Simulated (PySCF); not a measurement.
Vertical excitations of a molecule C₄H₇FO from PySCF 2.14.0 with TDA-B3LYP/def2-SVPD, as energy in eV (oscillator strength): 6.72 (0.013), 7.13 (0.012), 7.32 (0.007), 7.53 (0.021), 7.71 (0.035), 7.81 (0.015), 8.12 (0.008), 8.17 (0.012), 8.28 (0.015), 8.31 (0.005). Lowest triplet (TDA): 6.55 eV. Geometry: PBE0-D3(BJ)/def2-SVP. One conformer was computed; it need not be the lowest.

**Question.** Pick the molecule that these values belong to.
(A) C[C@@H]1OC[C@@H]1F
(B) CO[C@@H]1C[C@@H]1F
(C) CCO/C=C\F
(D) COC/C=C\F

**Answer.** B, CO[C@@H]1C[C@@H]1F
